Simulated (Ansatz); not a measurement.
Harmonic frequencies (cm⁻¹) at PBE0-D4/def2-TZVP from Ansatz: 59, 279, 739, 742, 793, 926, 930, 987, 1002, 1006, 1062, 1185, 1217, 1220, 1248, 1287, 1324, 1447, 1454, 1489, 3007, 3010, 3032, 3036, 3088, 3141, 3210.

Which molecule is it?
A. `C[O][In][NH2]`•
B. `C[O][Sb][F]`•
C. `[CH2][Al]([CH3])[CH3]`•
D. `[CH]1CCC1`•

D.
